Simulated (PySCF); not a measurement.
## Calculated data, BGeH₅OSi

All values are calculated (PySCF 2.14.0). Calculation on a computer-drawn molecule: the log of a Hartree-Fock and frozen-core CCSD(T) single point meant for a local Hartree-Fock minimum, with one planted fault or none, to be diagnosed. Offsets are logged minus clean, where the clean run is the same molecule without the fault. The reference is restricted for singlets and unrestricted otherwise, and also for a bond in bohr or an excited solution. Adding or removing an electron swaps singlet and doublet. The excited solution moves the top pair (singlet) or top alpha electron (doublet) to the lowest empty orbital. Highest occupied and lowest empty are orbital energies over both spins, largest force is the largest gradient component, triples share is (T) over the correlation energy, the T1 limit is 0.02 restricted and 0.045 unrestricted, electrons count all cores, a negative frequency is imaginary (commonest isotopes), and the dipole is about the centre of nuclear charge; on germanium a core potential holds 10 electrons, which the energies leave out, and 3d is frozen in MP2 and coupled-cluster steps.

Entry: BGeH₅OSi

Logged structure:
```xyz
9
BGeH5OSi
O     -2.1884     1.1463     0.2475
B     -0.8949     1.0013     0.6267
Si    -0.1229    -0.8665     0.9853
Ge     0.3297     2.7154     0.9137
H     -2.4722     2.0351     0.0896
H      0.4151    -0.9701    -0.4318
H     -0.1459     3.8864     0.0315
H      1.8052     2.4453     0.5845
H      0.2714     3.1912     2.3750
```

| Property | Result |
| --- | --- |
| meant charge | 0 |
| meant multiplicity | 1 |
| meant basis | cc-pV(D+d)Z |
| meant basis and core potential on germanium | cc-pVDZ-PP ECP10MDF |
| logged electrons | 64 |
| logged basis functions | 99 |
| logged SCF converged | yes |
| logged spin squared | 0 |
| logged highest occupied | -5.8388 eV |
| logged lowest empty | -1.8642 eV |
| logged largest force | 0.049096 hartree/bohr |
| logged CC converged | no |
| logged dipole magnitude | 2.3393 debye |
| logged SCF stable within its kind | no |
| logged energy HF | -684.5544 hartree |
| possible faults | no fault, one electron removed, one electron added, multiplicity raised by two, geometry at a saddle point, SCF held on an excited solution, minimal basis STO-3G, one bond length entered in bohr, all coordinates scaled |
| planted fault | SCF held on an excited solution |
| HF energy offset from clean run | 113.1 kcal/mol |

Drawn bonds:
```tsv
atom	other atom	order
1	2	1
2	3	1
2	4	1
1	5	1
3	6	1
4	7	1
4	8	1
4	9	1
```

Notes: CCSD not converged.
